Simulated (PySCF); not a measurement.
Species: C₆H₆OP₂S.
SMILES: `CSc1pcc(C=O)cp1`

Torsions of this conformer, `[CH3:1][S:2][c:3]1[p:4][cH:5][c:6]([CH:7]=[O:8])[cH:9][p:10]1`: C1–S2–C3–P4 -1°, C5–C6–C7–O8 0°.

The closed-shell ground state was solved at several levels (PySCF, density fitting, gas phase, non-relativistic). The structure is a single PBE0-D3(BJ)/def2-SVP conformer in the gas phase; no vibrational or solvent corrections.

```json
{"level": "PBE0/def2-SVPD", "basis functions": "266", "HOMO (eV)": "-6.64", "LUMO (eV)": "-2.69", "gap (eV)": "3.95", "dipole (D)": "2.54"}
{"level": "B3LYP/pcSseg-1", "basis functions": "221", "HOMO (eV)": "-6.43", "LUMO (eV)": "-2.73", "gap (eV)": "3.70", "dipole (D)": "2.50"}
```

(1) What might PBE0/pcSseg-1 (221 basis functions) give for the same quantities?

(2) Over all these levels, which gives the widest orbital gap and which the narrowest?

(3) How far do the dipole and the HOMO energy spread over the levels?

Results:

(1) HOMO -6.65 eV, LUMO -2.64 eV, gap 4.01 eV, dipole 2.36 D.

(2) PBE0/pcSseg-1 (global hybrid, 25 % exact exchange) has the widest, 4.01 eV, and B3LYP/pcSseg-1 (global hybrid, 20 % exact exchange) the narrowest, 3.70 eV. The two share the basis. From the narrowest to the widest the HOMO moves by -0.22 eV and the LUMO by +0.09 eV.

(3) The dipole runs from 2.36 to 2.54 D (mean 2.47 D) and the HOMO from -6.65 to -6.43 eV.
